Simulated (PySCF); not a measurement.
Level of theory: PBE-D3(BJ)/def2-TZVP // PBE0-D3(BJ)/def2-TZVP in PySCF. All species are isolated molecules in the gas phase. One relaxed conformer stands for a flexible species; it need not be the lowest. 

Reference species (SMILES): `C(C)[SiH2][SiH3]` (C–C–Si–Si torsion 59°) (neutral, multiplicity 1).

| Item | Value |
|---|---|
| HOMO | -6.83 eV |
| HOMO–LUMO gap | 6.16 eV |

Changed species: `C[SiH](C)[SiH3]`.

Predict the effect on the HOMO and HOMO–LUMO gap.

the HOMO rises by 0.21 eV, to -6.62 eV; the HOMO–LUMO gap increases by 0.06 eV, to 6.22 eV.
